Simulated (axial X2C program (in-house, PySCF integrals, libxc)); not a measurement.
## Excited states of ScS⁺ by EOM-EE-CCSD

Calculated with an axial X2C code built on PySCF integrals: two-component X2C with atomic mean-field Coulomb and Gaunt terms, Gaussian nuclei, basis Sc dyall-acv3z, S dyall-av3z with contracted cores.

R = 2.074 Å (near the PBE0 minimum at charge 1 of the determinant lowest at the starting distance; the state shown can have its own minimum elsewhere).

Hartree–Fock spinors of ScS⁺ (one of each Kramers pair; a window near the gap, which can cut inner shells):

```csv
ω,occupied,ε (eV),character
1/2,yes,-27.89,"65% S s, 12% Sc d, 11% Sc p"
1/2,yes,-15.23,"68% S p, 18% Sc d, 6% Sc s"
1/2,yes,-14.50,"62% S p, 25% Sc d, 6% Sc p"
3/2,yes,-14.45,"62% S p, 26% Sc d, 5% Sc p"
1/2,no,-5.99,"57% Sc s, 23% Sc p, 9% S p"
1/2,no,-4.22,"52% Sc p, 39% Sc d, 7% S p"
3/2,no,-4.21,"52% Sc p, 39% Sc d, 7% S p"
1/2,no,-4.08,"56% Sc d, 30% Sc p, 7% S p"
3/2,no,-3.55,"96% Sc d, 2% S d"
5/2,no,-3.54,"96% Sc d, 2% S d"
```

Vertical excitation energies from the closed-shell determinant state of ScS⁺:

| Ω | excitation (eV) | cm⁻¹ | hole of the leading pair | particle of the leading pair | weight of the pair (for Ω = 0 its time-reversed partner can hold as much again) | singles weight |
| --- | --- | --- | --- | --- | --- | --- |
| 2 | 2.052 | 16553 | 62% S pπ, 26% Sc dπ | 42% Sc sσ, 39% Sc dσ, 10% S pσ | 0.87 | 0.92 |
| 1 | 2.070 | 16692 | 62% S pπ, 26% Sc dπ | 42% Sc sσ, 39% Sc dσ, 10% S pσ | 0.54 | 0.92 |
| 0⁻ | 2.092 | 16871 | 62% S pπ, 25% Sc dπ | 42% Sc sσ, 39% Sc dσ, 10% S pσ | 0.42 | 0.92 |
| 0⁺ | 2.093 | 16881 | 62% S pπ, 25% Sc dπ | 42% Sc sσ, 39% Sc dσ, 10% S pσ | 0.42 | 0.92 |
| 1 | 2.247 | 18124 | 61% S pπ, 25% Sc dπ | 44% Sc sσ, 37% Sc dσ, 10% S pσ | 0.56 | 0.92 |
| 0⁻ | 2.457 | 19817 | 68% S pσ, 19% Sc dσ, 6% Sc sσ | 43% Sc dσ, 39% Sc sσ, 10% S pσ | 0.46 | 0.92 |
| 1 | 2.458 | 19826 | 68% S pσ, 18% Sc dσ, 6% Sc sσ | 43% Sc dσ, 39% Sc sσ, 10% S pσ | 0.91 | 0.92 |
| 3 | 2.648 | 21358 | 61% S pπ, 26% Sc dπ | 97% Sc dδ | 0.81 | 0.91 |
| 0⁺ | 2.648 | 21360 | 61% S pπ, 26% Sc dπ | 97% Sc dδ | 0.41 | 0.91 |
| 0⁻ | 2.649 | 21369 | 61% S pπ, 26% Sc dπ | 97% Sc dδ | 0.41 | 0.91 |
| 1 | 2.675 | 21573 | 61% S pπ, 26% Sc dπ | 97% Sc dδ | 0.48 | 0.91 |
| 2 | 2.684 | 21644 | 61% S pπ, 25% Sc dπ | 97% Sc dδ | 0.90 | 0.91 |
| 2 | 2.704 | 21806 | 61% S pπ, 25% Sc dπ | 97% Sc dδ | 0.83 | 0.91 |

This point took 100 s on 1 thread of Intel(R) Xeon(R) 6975P-C (Granite Rapids), on a shared host.

Reference electrons by ω block (each with its −ω partner): 1/2: 14, 3/2: 4. 16 electrons of ScS⁺ correlated (inner shells frozen), 88 natural virtual spinors (a truncated set); levels can be off by some tenths of an eV. Roots sought by Ω: (0: 5, 1: 4, 2: 3, 3: 1); the list ends where they run out and leaves out roots under 60 % singles weight. The solver can skip a root, and states that need a further excitation, which the method places far too high, are missing though they may lie low or lowest. T1 of the reference 0.035 (Lee–Taylor). Number of frozen shells: Sc 2 s, 1 p; S 2 s, 1 p. Large amplitudes in the reference (orbital relaxation or multireference character) lower the reliability.
